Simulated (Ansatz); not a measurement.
# Match the barriers

Saddle point of GaNH6, singlet (GaH₃ + NH₃ → GaNH₄ ([NH2][GaH2]) + H₂; bonds formed: H2–H5; dative contacts that become bonds: Ga1–N6; bonds broken: Ga1–H2, H5–N6), PBE0-D4/def2-TZVP structure:

```
atom    x (Å)    y (Å)    z (Å)
 Ga1  -0.8288   0.3033  -0.4036
  H2   0.5610  -0.3358  -1.4777
  H3  -0.9114   1.8348  -0.6896
  H4  -1.9589  -0.7681  -0.4971
  H5   0.8774  -0.3936  -0.5467
  N6   0.6235  -0.1882   0.8421
  H7   0.5106  -0.9920   1.4431
  H8   1.1264   0.5396   1.3295
```

Program: Ansatz 0.2.0. Basis: def2-TZVPP, with def2-QZVPP for the basis limit. Cores are frozen in the correlated methods. Filled d shells of the heavier atoms are correlated. The def2 sets are not built for correlating such inner shells, so the correlated values are less sure here. Extrapolation: Hartree–Fock as exp(−7.88 √X), correlation as X^−2.97. Four methods, as single points on the PBE0-D4 structures, gave these electronic barriers from the start structure: 33.27, 35.74, 41.62, 49.17 kcal/mol.

(1) The methods were, in alphabetical order, BHLYP-D4, HF, PBE-D4, r2SCAN-D4. Which gave which? (Judge from chemistry; the calculation decides.)

The T1 diagnostic stays at or below 0.014.

Results:

(1) The calculation gives: PBE-D4 33.27; r2SCAN-D4 35.74; BHLYP-D4 41.62; HF 49.17 kcal/mol. For comparison, CCSD(T) at an estimated basis limit (MP2 extrapolated from triple and quadruple zeta, plus CCSD(T) − MP2 in triple zeta) gives 38.74 kcal/mol.

The step is the kind of exchange with an N–H group that builds nitride films in atomic layer and chemical vapour deposition.

Labels in which every atom is bracketed show which atoms are joined, not bond orders.

For scale, one of the runs: CCSD(T)/def2-TZVPP, 163 basis functions, launched by `ansatz run in.yaml --threads 2 --pin off --events-out ev --progress --plain --max-ram 4352MiB`. Time: 17 s of wall clock on 2 CPU threads of an Intel Xeon Platinum 8488C; the host was shared. Peak host memory: 1.3 GiB.
